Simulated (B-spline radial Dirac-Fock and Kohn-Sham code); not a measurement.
Model: relativistic Hartree-Fock (Dirac-Fock) wave functions, averaged over the configuration. Program: a radial atomic solver.

Question: This computed X-ray form factor belongs to an atom or ion in its tabulated ground configuration. Which?

```
sin θ/λ (Å⁻¹)      f₀
         0.09  74.219
         0.14  71.879
         0.17  70.132
         0.21  67.524
         0.48  49.456
         0.58  44.358
         0.88  33.161
         1.62  18.200
          5.5   4.729
```

Answer: Tl⁵⁺, with 76 electrons in [Xe] 4f14 5d8. f₀ tends to the number of electrons as s goes to zero, which the first rows give only roughly, and the rate of fall reflects the nuclear charge, 81.

Question: This computed X-ray form factor belongs to an atom or ion in its tabulated ground configuration. Which?

```
sin θ/λ (Å⁻¹)      f₀
         0.14  14.510
         0.16  14.366
         0.22  13.846
         0.26  13.438
         0.36  12.281
         0.69   8.647
         0.81   7.732
         0.95   6.914
         1.12   6.146
```

Answer: Fe¹¹⁺, with 15 electrons in [Ne] 3s2 3p3. f₀ tends to the number of electrons as s goes to zero, which the first rows give only roughly, and the rate of fall reflects the nuclear charge, 26.

Question: This computed X-ray form factor belongs to an atom or ion in its tabulated ground configuration. Which?

```csv
sin θ/λ (Å⁻¹),f₀
0.06,3.999
0.07,3.999
0.18,3.994
0.32,3.981
0.68,3.917
0.99,3.827
1.44,3.650
1.74,3.508
2.53,3.081
```

Answer: Ce⁵⁴⁺, with 4 electrons in [He] 2s2. f₀ tends to the number of electrons as s goes to zero, which the first rows give only roughly, and the rate of fall reflects the nuclear charge, 58.
